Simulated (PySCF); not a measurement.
A geometry optimisation on `[K][K]`.

Method: PBE0-D3(BJ)/def2-SVP geometry optimisation, gas phase (PySCF 2.14.0). Start geometry: GFN2-xTB. The command runs a driver script over a list of jobs; the input below is this job's line of settings and its coordinates in Å.

Command:
```bash
OMP_NUM_THREADS=1 python probes_run.py task.json out
```

Input:
```
{"job": {"xc": "PBE0", "basis": "def2-SVP", "d3": "d3bj", "grid": 1, "shake": 0.03, "kind": "geom"}, "charge": 0, "multiplicity": 1}
K      1.758910    -0.081780     0.006050
K     -1.709190    -0.005930    -0.028280
```

Output:
```
step   0  E = -1199.33924638  max force = 0.008937
step   1  E = -1199.34188056  max force = 0.005086
step   2  E = -1199.34338500  max force = 0.001116
step   3  E = -1199.34347822  max force = 0.000230
step   4  E = -1199.34348258  max force = 0.000016
optimisation converged
```

Energies in Eh; «max force» is the largest Cartesian gradient component in Eh/bohr.

Question: Give the first gradient maximum in eV/Å.

Answer: With 1 Eh/bohr = 51.422 eV/Å, 0.460 eV/Å.

Question: How much energy does the optimisation release, in kJ/mol?

Answer: E(step 0) − E(last step) = 0.004236 Eh, which is 11.1 kJ/mol.

Main results: final energy -1199.34348 Eh after 4 steps; dipole 0.00 D.

Question: Give the final coordinates.

Answer: 0.279 Å rms from the input after alignment:
```
atom  x, y, z in Å
K1     2.0377   -0.0865    0.0081
K2    -1.9880   -0.0012   -0.0303
```

On an Arm Neoverse V1 with one thread, shared host, this took 2.7 s and 0.24 GiB of memory at its peak.
Labels such as C1 count atoms from 1, the log's own numbers from 0.
